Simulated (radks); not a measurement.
Q: Species: the neodymium ion Nd4+. Configuration: [Xe] 4f2. All-electron calculation, scalar-relativistic Kohn-Sham, RPBE, spin-unpolarised, spherical densities, finite nucleus; Fermi nuclear charge, rms radius 4.9123 fm. Program: a radial shooting solver on a logarithmic mesh with Libxc functionals. Some entries of the table are withheld. Estimate them.

orbital  occ.  eigenvalue (eV)  <r> (bohr)  <1/r> (bohr^-1)
1s          2        -43450.17     0.02363            66.05
2s          2        -7071.659      0.1010            15.26
2p          6        -6326.703     0.08881            14.38
3s          2        -1576.719      0.2663            5.562
3p          6        -1341.785      0.2645            5.255
3d         10              (1)      0.2418            4.986
4s          2        -355.0547      0.6048            2.337
4p          6        -277.7093      0.6391              (2)
4d         10        -167.6178         (3)            1.896
5s          2         -82.9895       1.398              (4)
5p          6         -62.5352       1.578           0.8295
4f          2         -49.6937      0.9006            1.410
5d          0         -36.1737       2.058           0.6246
6s          0         -30.4345       3.009           0.4292
6p          0         -24.6508       3.409              (5)

A: 
(1) 3d eigenvalue (eV): -1015.921
(2) 4p <1/r> (bohr^-1): 2.157
(3) 4d <r> (bohr): 0.6975
(4) 5s <1/r> (bohr^-1): 0.9490
(5) 6p <1/r> (bohr^-1): 0.3789
